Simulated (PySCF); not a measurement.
How methods differ on the ionisation energy of Br⁺

Br⁺ [Ar] 3d10 4s2 4p4 (3P) → Br²⁺ [Ar] 3d10 4s2 4p3 (4S), as a difference of total energies. Computed with PySCF 2.14 in def2-TZVP (6s5p4d1f, 48 functions), with no relativity, point nucleus. Correlated levels: valence: [Ar] 3d10 frozen. The calculations carry no spin-orbit coupling.

**Question.** Order these methods by the ionisation energy they give, lowest first.
A. TPSS
B. UHF
C. SCS-MP2 (valence)
D. MP2 (valence)

**Answer.** B (20.261 eV), D (20.936 eV), C (21.005 eV), A (21.420 eV).

These non-relativistic numbers lack the scalar-relativistic shift.

Errors of the correlated levels include the incompleteness of this basis and the frozen core.

For comparison: 21.409 eV (measured; NIST levels, between the centres of gravity of the two terms).
